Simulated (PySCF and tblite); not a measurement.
Results of a calculation; reference values are marked as such.
## Barrier and rate of a rearrangement

System: C₆H₁₀GeO, numbered as in [CH3:1][O:2][C:3]1=[CH:4][C@H:5]([GeH3:6])[CH:7]=[CH:8]1.

Motion: shift of H on C5 from C5 to C7. The path came from a restrained scan, a climbing-image band and a saddle search at GFN2-xTB; energies are PBE0/pcSseg-1 + D3(BJ)//GFN2-xTB, thermal terms GFN2-xTB. Rate constants are transition-state-theory values, counting equivalent paths, without tunnelling. (PySCF 2.14 with density fitting, tblite 0.8.)

```
 point  symmetry  E(GFN2) kcal/mol  E(DFT) kcal/mol  ZPE change kcal/mol  lowest mode cm⁻¹  dipole D
 start        C1               0.0              0.0                 0.00                62      1.16
saddle        C1              29.3             30.4                -2.52             1167i      1.10
   end        Cs               2.4              5.7                 0.07                58      1.06
```

```
Electronic barrier                                      : 30.4 kcal/mol
Barrier with zero-point energy                          : 27.9 kcal/mol
ΔH‡ (298 K)                                             : 27.8 kcal/mol
ΔS‡ (298 K, symmetry apart)                             : 0.1 cal/(mol K)
Paths                                                   : 1 equivalent path
End point                                               : a different minimum
Mean lifetime of the start against this motion at 298 K : 1.1 years
Cost                                                    : 3 min on 1 thread of Intel Xeon Platinum 8375C @ 2.90GHz (shared host) (rough), peak memory 1 GiB, launched as `OMP_NUM_THREADS=1 python ens_run.py task.json out`
```

```csv
T/K,ΔG‡ kcal/mol,k s⁻¹,ΔG kcal/mol,k back s⁻¹
298,27.8,2.8×10⁻⁸,5.5,0.0006
350,27.8,3.4×10⁻⁵,5.4,0.17
400,27.8,0.0056,5.4,9.7
500,27.8,7.3,5.3,2930
```

ΔG and ΔG‡ leave out symmetry numbers and mirror images; rates count paths: 1 out, 2 back.

Tunnelling of the moving H, left out here, will speed the real process. DFT energies on a tight-binding saddle of a bond shift can be off by several kcal/mol. Spin–orbit effects of heavy atoms on shieldings are missing.
